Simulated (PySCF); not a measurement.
# Working out the ionisation energy of Ru

Ru [Kr] 4d7 5s1 (5F) → Ru⁺ [Kr] 4d7 (4F). All numbers are calculated (PySCF 2.14, scalar relativity through the core potential, in def2-SVP with the def2 core potential (28 electrons) (5s3p2d1f, 31 functions)). Frozen: 4s2 4p6. Energies in hartree (1 hartree = 27.21139 eV):

| part | Ru (lower) | Ru⁺ (upper) |
| --- | --- | --- |
| UHF | -94.098669 | -93.865855 |
| MP2 opposite-spin | -0.062370 | -0.053470 |
| MP2 same-spin | -0.054621 | -0.042283 |

Problem. What does Hartree-Fock give?

Solution. (-93.865855) − (-94.098669) = 0.232814 hartree = 6.335 eV.

Problem. What do MP2 and SCS-MP2 (6/5 opposite-spin, 1/3 same-spin) give?

Solution. The opposite-spin parts differ by 0.242 eV and the same-spin parts by 0.336 eV. MP2: 6.335 + (0.242) + (0.336) = 6.913 eV. SCS-MP2: 6.335 + 1.2 × (0.242) + (0.336)/3 = 6.737 eV.

Measured between the centres of the two terms (NIST): 7.365 eV, so MP2 (valence) is off by -0.452 eV.

A double-zeta basis recovers only part of the correlation energy.

What remains against the reference includes basis incompleteness, the frozen core and correlation beyond second order.
